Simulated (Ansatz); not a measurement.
`BCO[SiH3]` → B• + C• + 7 H• + O• + Si•  (atomization)

Program: Ansatz. Geometries: PBE0-D4/def2-TZVP. ΔE: electronic, gas phase. CCSD(T)/CBS is the MP2 limit (def2-TZVPP, def2-QZVPP) plus CCSD(T) − MP2 in def2-TZVPP, frozen cores. This one scheme is used for every species, atoms too. Open shells (•) are unrestricted, without spin–orbit coupling. Spin–orbit coupling would lower the free atoms: a little for B, C, O, Si. Each species was taken in one conformer, which may not be the lowest.

`BCO[SiH3]`:

Cartesian coordinates in Å:
```
B 2.114 -0.320 0.248
C 0.602 -0.078 0.468
O -0.178 0.000 -0.709
Si -1.800 0.257 -0.658
H 2.808 -0.391 1.222
H 2.588 -0.435 -0.841
H 0.233 -0.877 1.138
H 0.498 0.841 1.076
H -2.271 0.280 -2.061
H -2.109 1.551 0.015
H -2.485 -0.827 0.102
```

```
    species  MP2/CBS(def2) energy (Eh)
`BCO[SiH3]`                 -431.22946
         B•                  -24.58226
         C•                  -37.76950
         H•                   -0.50000
         O•                  -74.98686
        Si•                 -288.92319
```

Q: Work out ΔE.

A: ΔE = 7 × (-0.50000) + (-24.58226) + (-37.76950) + (-74.98686) + (-288.92319) − (-431.22946) = 1.46765 Eh = +921.0 kcal/mol. CCSD(T)/CBS gives +912.9 kcal/mol.

Largest T1 diagnostic among the species: 0.014.

In def2-TZVPP, CCSD(T) changes the Hartree–Fock value by +197.7 kcal/mol (the triples alone add +9.3 kcal/mol) and MP2 by +205.8 kcal/mol; breaking electron pairs costs correlation energy, which Hartree–Fock lacks. From BLYP to BHLYP (50 % exact exchange), in def2-TZVPP and without D4, ΔE moves by −7.3 kcal/mol: exact exchange takes away binding that semilocal exchange gives to molecules. Leaving LDA and LC-ωPBE aside and taking each functional with its dispersion term where it has one, the values, not all of them listed here, spread over 23.0 kcal/mol, from BHLYP-D4 to CAM-B3LYP-D4. LDA lies +112.9 kcal/mol from PBE without D4, its usual overbinding.

For atomizations the MP2-based limit and the directly extrapolated one differ by several kJ/mol either way, and by 10 to 25 for some Ge, Se and Sn compounds, so smaller differences from it don't rank the levels.
